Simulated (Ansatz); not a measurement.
The same path of CH6AlFOSi (11 atoms, charge 0, multiplicity 1) was run twice with different band settings. Lost on the way: Si2–H7. Made: O1–H7.

Level of theory: RKS PBE/def2-SVP in Ansatz.

Relaxed end points:

```xyz
11
Properties=species:S:1:pos:R:3
O -0.925 1.529 1.050
Si 0.244 0.585 0.261
Al 0.460 -1.635 1.360
C -0.080 0.413 -1.626
F -0.059 1.655 -2.255
H -1.746 1.052 1.264
H 1.510 1.390 0.377
H 1.726 -2.601 1.149
H -0.720 -2.122 2.340
H -1.058 -0.082 -1.832
H 0.712 -0.240 -2.069
```

```xyz
11
Properties=species:S:1:pos:R:3
O -0.273 1.295 0.989
Si 1.370 0.508 0.068
Al 0.590 -1.601 1.148
C 0.168 0.329 -1.530
F -0.522 1.588 -1.594
H -0.811 0.524 1.345
H -0.751 1.665 0.198
H 1.028 -3.075 1.627
H -0.863 -1.073 1.787
H -0.638 -0.437 -1.558
H 0.767 0.220 -2.460
```

Common settings: climbing image yes; spring 5.0 eV/Å²; optimiser quadratic models (default); start path through a guess of the saddle point; force threshold 0.05 eV/Å; iteration limit 60; end points relaxed.

| run | movable images |
| --- | --- |
| 1 | 5 |
| 2 | 1 |

What does each run give, and how far can it be trusted?

Run 1: converged after 22 iterations, highest image 2.520 eV above the first end. Neighbouring images differ by up to 2.4 eV, so the band resolves the path poorly. A vibrational analysis at the climbing image gives one clearly imaginary mode, 1258i cm⁻¹: a first-order saddle point.
Run 2: converged after 36 iterations, highest image 2.276 eV above the first end. Neighbouring images differ by up to 2.3 eV, so the band resolves the path poorly. The order of the stationary point at the top wasn't checked. So few images can step over the top or miss a turn of the path.
The orbitals stay closed-shell, which can raise the energy where a bond breaks towards radicals; this wasn't checked here.
